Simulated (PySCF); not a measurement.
Sn(H)2(Cl)(Me) (CH5ClSn), SMILES [CH3][SnH2][Cl].

The structure is a stationary point at B3LYP-D3(BJ)/def2-SVP. The def2 effective core potentials stand for the cores of Sn; spin–orbit coupling is left out.

All values below come from PBE/def2-TZVPD in PySCF.

Symmetry labels are those of the subgroup Cs that the program uses (full group Cs).

Computed valence orbital energies around the gap with their symmetry:
| orbital | symmetry | energy (eV) |
|---|---|---|
| HOMO−7 | A' | -12.63 |
| HOMO−6 | A' | -10.30 |
| HOMO−5 | A" | -10.29 |
| HOMO−4 | A' | -8.52 |
| HOMO−3 | A" | -8.41 |
| HOMO−2 | A' | -8.05 |
| HOMO−1 | A" | -7.11 |
| HOMO | A' | -7.03 |
| LUMO | A' | -1.68 |
| LUMO+1 | A' | -0.96 |
| LUMO+2 | A' | -0.66 |
| LUMO+3 | A' | 0.22 |
